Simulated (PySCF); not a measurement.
C₂H₇FSn, singlet, geometry from GFN2-xTB (such geometries of metal compounds can be far from the true shape) (core potentials on Sn). Base run: DF-CAMB3LYP/def2-SV(P) in PySCF.

PySCF was given this input:
```python
from pyscf import gto, scf, dft

mol = gto.Mole()
mol.atom = '''
    Sn   -0.04614522    0.01783271   -0.24840759
    C     1.82671804   -1.05503885    0.04043395
    C    -1.83780023   -0.72028157    0.74520163
    F     0.29391559    1.70236118    0.71964315
    H    -0.29256729    0.63964027   -1.82505872
    H     1.84615261   -1.96117841   -0.55343914
    H     2.65596152   -0.41723804   -0.24348110
    H     1.91396609   -1.30703764    1.09241178
    H    -2.58811669    0.06181357    0.76507080
    H    -2.23244659   -1.58859444    0.23096544
    H    -1.57443571   -0.98836877    1.76330838
'''
mol.basis = 'def2-sv(p)'
mol.ecp = {'Sn': 'def2-sv(p)'}
mol.verbose = 4
mol.max_memory = 1800
mol.build()

mf = dft.RKS(mol)
mf.xc = 'camb3lyp'
mf = mf.density_fit(auxbasis='def2-universal-jkfit')
mf.kernel()
```

The job was repeated with other settings on one machine. Differences are taken from the largest basis of the def2 family in the series, which isn't the basis-set limit (def2-TZVPP: -9.617 eV). The cheapest run took about 11 core-seconds (a rough figure).

| setting | basis functions | cost, times the cheapest (rough) | difference in HOMO energy (eV) |
|---|---|---|---|
| def2-SV(P) | 82 | 1 | 0.131 |
| def2-SVP | 103 | 1 | 0.135 |
| def2-TZVP | 185 | 2 | 0.000 |
| def2-TZVPP | 241 | 3 | reference |

Times come from a shared machine, hold the start-up and are rough.
